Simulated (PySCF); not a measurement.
Stationary points of YF₂⁺

All numbers come from PySCF, PBE0, basis Y def2-TZVP with ECP28, F def2-TZVP (scalar-relativistic core potentials, no spin–orbit coupling, density fitting).

Relaxations began from a few typed shapes. The search is not exhaustive: other isomers or separated fragments can lie lower, and high-lying points may rest on an excited occupation.

(1) Order these stationary points by electronic energy, lowest first, in kJ/mol from the lowest minimum.
A. singlet C2v: Y–F 1.907 Å (×2); F–Y–F 111.5°
B. singlet D∞h: Y–F 1.958 Å (×2); F–Y–F 180.0°

(2) Which of them are minima?

Results:

(1) A (0.0), B (58.7).

(2) By energy in kJ/mol, 0.0: minimum; 58.7: saddle point, 2 imaginary modes.

Formally Y is in oxidation state +3, d0. A d0 centre has no lone pair, yet it is C2v rather than linear: covalent bonding through the d orbitals favours lower symmetry. The polar-tensor charge on Y, 2.48, is below the formal one.
